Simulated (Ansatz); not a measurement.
`[SiH3]CC[SiH2]Cl` + `F[SiH2]P` → `P[SiH2]Cl` + `F[SiH2]CC[SiH3]`  (redistribution)

Computed with Ansatz on PBE0-D4/def2-TZVP structures; ΔE is electronic, products minus reactants. CCSD(T)/CBS adds triple-zeta CCSD(T) − MP2 to the extrapolated MP2 energy (def2 sets, frozen cores). Functionals use def2-TZVPP. One conformer a species, not always the lowest.

Task: Is it downhill or uphill in electronic energy at CCSD(T)/CBS, and by how much? (An estimate is asked.)

Result: Ansatz gave: Nearly level: ΔE = 0.0 kcal/mol.

Task: What do these levels give: PBE-D4, ωB97X-V, MP2/def2-TZVPP, SCS-MP2/def2-TZVPP, MP2/def2-QZVPP, SCS-MP2/def2-QZVPP? (Estimate.)

Result: Computed: PBE-D4 0.0, ωB97X-V 0.0, MP2/def2-TZVPP 0.1, SCS-MP2/def2-TZVPP -0.1, MP2/def2-QZVPP 0.1, SCS-MP2/def2-QZVPP -0.1 kcal/mol.

Largest T1 diagnostic among the species: 0.013.
